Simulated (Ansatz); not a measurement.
```yaml
crystal:
  periodic: [false, false, false]
  atoms:
    - {symbol: Ca, position_ang: [-1.161208, -1.152559, -3.354998]}
    - {symbol: O, position_ang: [-1.114085, -1.110712, -1.149753]}
    - {symbol: Ca, position_ang: [-1.186368, -1.182187, 1.108533]}
    - {symbol: O, position_ang: [-1.002175, -1.004166, 3.345782]}
    - {symbol: O, position_ang: [-1.005194, 1.007972, -3.343728]}
    - {symbol: Ca, position_ang: [-1.184145, 1.186676, -1.106109]}
    - {symbol: O, position_ang: [-1.107513, 1.114921, 1.152024]}
    - {symbol: Ca, position_ang: [-1.149971, 1.156943, 3.357357]}
    - {symbol: O, position_ang: [0.998368, -1.008460, -3.345622]}
    - {symbol: Ca, position_ang: [1.181867, -1.186851, -1.108348]}
    - {symbol: O, position_ang: [1.109855, -1.114756, 1.149920]}
    - {symbol: Ca, position_ang: [1.156847, -1.156449, 3.355160]}
    - {symbol: Ca, position_ang: [1.154363, 1.152072, -3.357517]}
    - {symbol: O, position_ang: [1.111726, 1.110542, -1.152186]}
    - {symbol: Ca, position_ang: [1.188621, 1.182355, 1.105925]}
    - {symbol: O, position_ang: [1.009023, 1.004658, 3.343573]}
basis:
  gaussian: {orbitals: def2-TZVP, initial_orbitals: start.molden}
total_charge: 1
magnetization: {spin_polarized: true, initial_magnetization: 1}
hamiltonian: {xc: pbe0, dispersion: d4}
scf: {omitted_lower_state_checks: [starts]}
output: {orbitals: {seedname: orbitals}}
```

The file start.molden holds the orbitals of an earlier run on this structure, at another level or in another basis.

```sh
$ ansatz run in.yaml --threads 4 --pin off --events-out ev --progress --plain --max-ram 6963MiB
```

(1) Does this run fit into the memory that it is given?

Answers

(1) No. It has 536 basis functions, and Ansatz plans for 15 GiB where 7 GiB are given.
